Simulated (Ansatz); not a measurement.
Species: C3HN, SMILES `C#CC#N` (charge 0, multiplicity 1), formula C3HN.

**Question.** How many basis functions does frozen-core CCSD(T)/cc-pVQZ // B3LYP-D3(BJ)/def2-TZVP (Ansatz, an electronic-structure program) use, how many core orbitals are frozen, and how many electrons are correlated?

**Answer.** 250 basis functions and 4 frozen orbitals, which leaves 18 correlated electrons. Core time is of the order of minutes.
